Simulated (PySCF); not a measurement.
C2H3BrCl2Si. Atoms are numbered in the order given.

```xyz
9

C     -2.8153     0.4611     0.0000
C     -1.9940    -0.5957     0.0000
Si    -0.1483    -0.4936     0.0000
Cl     0.6097    -1.4497    -1.6659
Cl     0.6097    -1.4497     1.6659
Br     0.5416     1.6225     0.0000
H     -2.4347     1.4875     0.0000
H     -3.9039     0.3415     0.0000
H     -2.4163    -1.6092     0.0000
```

Coordinates come from a B3LYP-D3(BJ)/def2-SVP optimisation. The values are those of a single conformer.

All values below come from PySCF with CAM-B3LYP/def2-TZVP.

Symmetry labels are those of the subgroup Cs that the program uses (full group Cs).

Computed valence orbital energies around the gap with their symmetry:
```tsv
orbital	symmetry	energy (eV)
HOMO−7	A'	-12.06
HOMO−6	A"	-11.30
HOMO−5	A'	-11.28
HOMO−4	A"	-10.90
HOMO−3	A'	-10.61
HOMO−2	A'	-10.26
HOMO−1	A"	-10.15
HOMO	A"	-9.89
LUMO	A"	-0.14
LUMO+1	A'	0.61
LUMO+2	A'	1.56
LUMO+3	A'	2.49
```
